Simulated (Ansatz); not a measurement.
AlBGeH₆OSi, SMILES `[GeH3][SiH]1[BH][AlH][O]1`. Total charge 0; spin multiplicity 1.

```xyz
11

Ge    1.349   -1.478   -0.517
Si   -0.016    0.478   -0.663
B    -0.049    1.553    1.043
Al   -2.096    0.893    0.887
O    -1.646    0.093   -0.586
H     0.975   -2.517   -1.590
H     1.185   -2.147    0.861
H     2.833   -1.105   -0.688
H     0.310    1.213   -1.921
H     0.727    2.154    1.715
H    -3.572    0.865    1.458
```

(1) What are the harmonic wavenumbers in cm⁻¹ at PBE0-D4/def2-TZVP (Ansatz, finite differences of forces, unscaled)? (Best estimate.)

(2) Is this a minimum?

(3) Give the ideal-gas thermochemistry at 298.15 K and 1 bar (rigid rotor, harmonic oscillator; point group C1, symmetry number 1).

(4) Rotational constants (cm⁻¹)?

## Answers

(1) The calculation gave: 49, 89, 111, 179, 309, 395, 411, 424, 454, 510, 563, 604, 657, 697, 733, 751, 787, 828, 846, 879, 886, 1934, 2131, 2139, 2146, 2176, 2689.

(2) Yes, all 27 modes are real.

(3) Zero-point energy 145.8 kJ/mol; H(298) − E = 170.9 kJ/mol; entropy 387.5 J/(mol·K), of which translation 172.2, rotation 120.2, vibration 95.0; G(298) − E = 55.4 kJ/mol. Modes under 100 cm⁻¹ are hindered rotations or soft bends, so the harmonic entropy is rough.

(4) 0.1685, 0.03078, 0.02968.
